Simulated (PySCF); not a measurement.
Working out the ionisation energy of Sn

Sn [Kr] 4d10 5s2 5p2 (3P) → Sn⁺ [Kr] 4d10 5s2 5p1 (2P). All numbers are calculated (PySCF 2.14, scalar relativity through the core potential, in cc-pVDZ-PP with ECP28MDF (4s3p2d, 23 functions)). Frozen: 4s2 4p6 4d10. Energies in hartree (1 hartree = 27.21139 eV):

```json
{"part": "UHF", "Sn (lower)": "-213.334807", "Sn⁺ (upper)": "-213.082772"}
{"part": "CCSD correlation", "Sn (lower)": "-0.048452", "Sn⁺ (upper)": "-0.039759"}
{"part": "(T)", "Sn (lower)": "-0.000581", "Sn⁺ (upper)": "-0.000356"}
```

Task: What does Hartree-Fock give?

Result: (-213.082772) − (-213.334807) = 0.252035 hartree = 6.858 eV.

Task: What do CCSD and CCSD(T) give?

Result: The CCSD correlation energies differ by 0.008693 hartree = 0.237 eV and the triples by 0.000225 hartree = 0.006 eV, so CCSD gives 7.095 eV and CCSD(T) 7.101 eV.

Measured between the centres of the two terms (NIST): 7.389 eV, so CCSD(T) (valence) is off by -0.288 eV.

A double-zeta basis recovers only part of the correlation energy.

What remains against the reference includes basis incompleteness, the frozen core and higher excitations.
